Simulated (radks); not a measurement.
Results of a calculation; reference values are marked as such.
Problem. The neodymium ion Nd4+, 56 electrons, occupied as [Xe] 4f2. Code: a radial shooting solver on a logarithmic mesh with Libxc functionals. Model: scalar-relativistic Kohn-Sham, exchange-only r2SCAN, spin-polarised, spherical densities, finite nucleus; open shells are filled with parallel spins first (spin-orbit coupling, left out, can overturn this in heavy ions); meta-GGA in the generalised Kohn-Sham scheme; Fermi nuclear charge, rms radius 4.9123 fm. Some entries of the table are withheld. Estimate them.

orbital  occ.  eigenvalue (Ry)  <1/r> (bohr^-1)
1s up       1        -3198.541            66.04
1s down     1        -3198.541            66.04
2s down     1        -522.0104            15.27
2s up       1        -522.0096            15.27
2p down     3        -466.7747            14.38
2p up       3        -466.7743            14.38
3s up       1        -116.9147            5.578
3s down     1        -116.8491            5.581
3p up       3        -99.38914            5.263
3p down     3        -99.32319            5.266
3d up       5        -75.07285            4.984
3d down     5        -75.02078            4.987
4s up       1        -26.59556            2.331
4s down     1        -26.41075            2.332
4p up       3        -20.78144            2.154
4p down     3        -20.59417            2.154
4d up       5        -12.46971            1.895
4d down     5        -12.27965            1.894
5s up       1         -6.15098           0.9419
5s down     1         -6.05361           0.9317
5p up       3         -4.60023           0.8292
5p down     3         -4.52669           0.8191
4f up       2         -3.57437              (1)
4f down     0         -3.39670              (2)
5d up       0         -2.53623           0.6389
5d down     0         -2.49095           0.6324
6s up       0         -2.02196              (3)
6s down     0         -1.97987              (4)

Solution. 
(1) 4f up <1/r> (bohr^-1): 1.413
(2) 4f down <1/r> (bohr^-1): 1.402
(3) 6s up <1/r> (bohr^-1): 0.4207
(4) 6s down <1/r> (bohr^-1): 0.4213
